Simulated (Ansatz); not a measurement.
Ansatz (an electronic-structure program) input:

Ansatz 0.2 input:
```yaml
crystal:
  periodic: [false, false, false]
  atoms:
    - {symbol: Ir, position_ang: [-0.00000000, -0.00000000, -0.11859591]}
    - {symbol: C, position_ang: [0.00000000, 0.00000000, 1.52198079]}
basis:
  gaussian:
    orbitals: def2-TZVP
hamiltonian:
  xc: {name: wB97X-V}
magnetization: {spin_polarized: true, initial_magnetization: 1}
relax: {f_tol: 0.003, max_steps: 100}
```

Q: What final total energy does it print?

A: -142.27034 Eh (wB97X-V/def2-TZVP). The basis has 71 functions.

The spin state was set by rule; other spins were not relaxed.
